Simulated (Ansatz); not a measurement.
The same ligand exchange along the group Si, Ge, Sn.

Calculated with Ansatz (gas phase, PBE0-D4/def2-TZVP geometries, no zero-point term in ΔE). CCSD(T)/CBS is the MP2 limit (def2-TZVPP, def2-QZVPP) plus CCSD(T) − MP2 in def2-TZVPP, frozen cores. This one scheme is used for every species. def2 core potentials past Kr. For Br, Ge, Sn outer-core shells are correlated without core-valence functions, which leaves a few kJ/mol of doubt a bond. Scalar relativity is left out up to krypton. Each species was taken in one conformer, which may not be the lowest.

| reaction | CCSD(T)/CBS(def2) (kcal/mol) |
| --- | --- |
| `F[Si]S` + HBr → `F[Si]Br` + H₂S | ? |
| `[F][Ge][SH]` + HBr → `[F][Ge][Br]` + H₂S | -8.1 |
| `[F][Sn][SH]` + HBr → `[F][Sn][Br]` + H₂S | -11.6 |

(1) Fill in the missing values. (Estimate.)

Largest T1 diagnostic: 0.016, for `[F][Sn][SH]`.

## Answers

(1) The calculation gave: `F[Si]S` + HBr → `F[Si]Br` + H₂S: -9.0 kcal/mol.
